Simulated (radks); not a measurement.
The numbers below are computed, except where a source is named.
Ionisation of Nb, [Kr] 4d4 5s1, to Nb+, [Kr] 4d4, under several functionals. Scalar-relativistic Kohn-Sham, spin-polarised, spherical densities, finite nucleus; open shells are filled with parallel spins first (spin-orbit coupling, left out, can overturn this in heavy ions); a radial shooting solver on a logarithmic mesh with Libxc functionals.

\begin{tabular}{lrrrrrr}
functional & E(Nb) (hartree) & Exc (hartree) & IE (eV) & -e(HOMO) (eV) & <r> HOMO (bohr) & IE error (eV) \\ \hline
exchange-only LDA & -3811.87418 & -110.87808 & 6.954 & 3.149 & 2.242 & +0.195 \\
XLYP & -3820.59775 & -119.72820 & 7.015 & 3.439 & 2.188 & +0.256 \\
BP86 & -3820.52281 & -119.65868 & 7.321 & 3.802 & 2.183 & +0.562 \\
PW91 & -3820.35845 & -119.49883 & 7.232 & 3.757 & 2.178 & +0.473 \\
B86b exchange with PBE correlation & -3820.22207 & -119.35942 & 7.183 & 3.726 & 2.177 & +0.424 \\
exchange-only r2SCAN & -3818.23200 & -117.19725 & 6.727 & 3.280 & 2.206 & -0.032 \\
\end{tabular}

NIST Atomic Spectra Database: 6.759 eV (measured). Closest: exchange-only r2SCAN. The Delta-SCF values span 0.59 eV, the total energies 8.72 hartree. The highest occupied level is 4d. Open shells are spherical and high-spin; term and fine-structure splittings are not resolved.
